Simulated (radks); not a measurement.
Dispersion coefficients C6 (hartree bohr^6) between ground-configuration atoms and ions, from the Casimir-Polder integral (3/pi) of alpha_A(iw) alpha_B(iw). All-electron calculation, scalar-relativistic Kohn-Sham, LDA (Slater exchange, Perdew-Wang correlation), spin-polarised, spherical densities, finite nucleus; open shells are filled with parallel spins first (spin-orbit coupling, left out, can overturn this in heavy ions); Fermi nuclear charge, rms radius of each element as measured or else 0.836 A^(1/3) + 0.57 fm. Program: a radial shooting solver on a logarithmic mesh with Libxc functionals. Response by self-consistent Sternheimer equations with the Hartree and adiabatic LDA kernel, the relativistic mass of each level held fixed and spin-orbit coupling left out. For heavy and open-shell atoms this level of theory can miss by tens of per cent.

C6      Au+     He      K   Ta3+   Ni2+
Au+   106.7
He    14.04  1.865
K     355.4  43.41   3229
Ta3+  62.23  8.204  191.2  36.85
Ni2+  32.02  4.227  93.14  19.10  9.939

Static polarisabilities (bohr^3): Au+ ([Xe] 4f14 5d10) 14.24, He ([He]) 1.658, K ([Ar] 4s1) 255.3, Ta3+ ([Xe] 4f14 5d2) 7.435, Ni2+ ([Ar] 3d8) 3.521. The combination rule 2 Ca Cb / ((alpha_b/alpha_a) Ca + (alpha_a/alpha_b) Cb) gives 13.99 for Au+-He, against 14.04 from the integral.
